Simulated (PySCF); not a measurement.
## Run times: holmium in x2c-TZVPPall with one added diffuse shell each of s, p, d, f type

Measured wall times of calculations with PySCF 2.14 in x2c-TZVPPall with one added diffuse shell each of s, p, d, f type (12s8p8d5f2g, 129 functions), with scalar relativity by spin-free X2C-1e, run from one Python driver. Hardware: 1 thread of Neoverse-V2 on a shared host, 1.3 GiB allowed. The two-electron integrals over 129 functions were computed once and kept in memory (11 CPU seconds with the set-up); the times below exclude them. Kohn-Sham runs start from converged Hartree-Fock orbitals.

Launch command (the driver calls PySCF for each step listed in the task file):

```bash
OMP_NUM_THREADS=1 python atomrun2.py TASK.json OUT
```

```tsv
species	step	iterations	wall time (s)
Ho [Xe] 4f11 5d1 6s1	UHF with spin-orbit constants	11	7.5
Ho [Xe] 4f11 5d1 6s1	LDA	8	5.2
Ho [Xe] 4f11 5d1 6s1	PBE	8	8.6
Ho [Xe] 4f11 5d1 6s1	PBE0	9	12
Ho [Xe] 4f11 5d1 6s1	r2SCAN	12	27
Ho [Xe] 4f11 5d1 6s1	MP2 (21 electrons)		2.7
Ho [Xe] 4f11 5d1 6s1	MP2 (39 electrons)		4.5
```

Peak memory of the process: 0.83 GiB. Times on a shared host vary from run to run.
